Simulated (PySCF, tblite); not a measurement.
Isomers of C8H11 (doublet state). Computed values, GFN2-xTB/tblite, gas phase, harmonic and unscaled. Against measured fundamentals such values can be off by several per cent, at times by over 20. One conformer each. Open shells enter through the occupations alone, without spin polarisation, and single modes of such species can be off by tens of per cent.

Electronic energies: B3LYP/pcH-1 single points on the GFN2-xTB geometries (PySCF, gas phase).

```csv
SMILES,"electronic energy, lowest = 0 (kJ/mol)"
[CH]1C[C@@H]2[C@H]1[C@@H]2C1CC1,139.3
[CH]1CC=C[C@@H]1C1CC1,0.0
[CH2]C[C@@]12C=CC[C@@H]1C2,11.1
```

Q: How do GFN2-xTB zero-point energies change the relative energies?

A: 
```tsv
SMILES	ZPE (kJ/mol)	of it from modes above 1550 cm⁻¹	electronic (kJ/mol)	with ZPE, lowest = 0 (kJ/mol)	lowest mode (cm⁻¹)	rings
[CH]1CC=C[C@@H]1C1CC1	423.0	209.3	0.0	0.0	60	2
[CH2]C[C@@]12C=CC[C@@H]1C2	419.9	210.0	11.1	8.0	47	2
[CH]1C[C@@H]2[C@H]1[C@@H]2C1CC1	424.6	201.1	139.3	140.9	37	3
```

The zero-point energies span 4.7 kJ/mol, from `[CH2]C[C@@]12C=CC[C@@H]1C2` to `[CH]1C[C@@H]2[C@H]1[C@@H]2C1CC1`. The order is unchanged.

Q: And how do the electronic energies of GFN2-xTB itself compare?

A: `[CH]1CC=C[C@@H]1C1CC1` 0.0; `[CH2]C[C@@]12C=CC[C@@H]1C2` 14.8; `[CH]1C[C@@H]2[C@H]1[C@@H]2C1CC1` 77.9 kJ/mol, lowest = 0. Against the energies above, taken from the same isomer `[CH]1CC=C[C@@H]1C1CC1`, the largest difference is 61.4 kJ/mol.

Q: What do entropy and thermal enthalpy add at 298.15 K and 1 bar (rigid rotor, harmonic oscillator, one conformer each)?

A: 
```
                         SMILES  point group  symmetry number  S (J/(mol K))  H − H(0) (kJ/mol)  ZPE + H − H(0) − TS (kJ/mol)
          [CH]1CC=C[C@@H]1C1CC1           C1                1          370.0              23.16                         335.8
     [CH2]C[C@@]12C=CC[C@@H]1C2           C1                1          379.5              24.36                         331.1
[CH]1C[C@@H]2[C@H]1[C@@H]2C1CC1           C1                1          366.9              22.57                         337.8
```

S holds R ln(2S + 1) for the spin.
